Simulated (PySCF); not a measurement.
**Working out the ionisation energy of Ga**

Ga [Ar] 3d10 4s2 4p1 (2P) → Ga⁺ [Ar] 3d10 4s2 (1S). Calculation: PySCF 2.14, in cc-pVTZ-PP with ECP10MDF; a scalar-relativistic core potential. Frozen: 3s2 3p6 3d10. Energies in hartree (1 hartree = 27.21139 eV):

```json
{"part": "UHF", "Ga (lower)": "-258.302026", "Ga⁺ (upper)": "-258.098725"}
{"part": "CCSD correlation", "Ga (lower)": "-0.047072", "Ga⁺ (upper)": "-0.037335"}
{"part": "(T)", "Ga (lower)": "-0.000868", "Ga⁺ (upper)": "0.000000"}
```

**Question.** What does Hartree-Fock give?

**Answer.** (-258.098725) − (-258.302026) = 0.203301 hartree = 5.532 eV.

**Question.** What do CCSD and CCSD(T) give?

**Answer.** The CCSD correlation energies differ by 0.009737 hartree = 0.265 eV and the triples by 0.000868 hartree = 0.024 eV, so CCSD gives 5.797 eV and CCSD(T) 5.821 eV.

Measured between the centres of the two terms (NIST): 5.931 eV, so CCSD(T) (valence) is off by -0.110 eV.

What remains against the reference includes basis incompleteness, the frozen core and higher excitations.
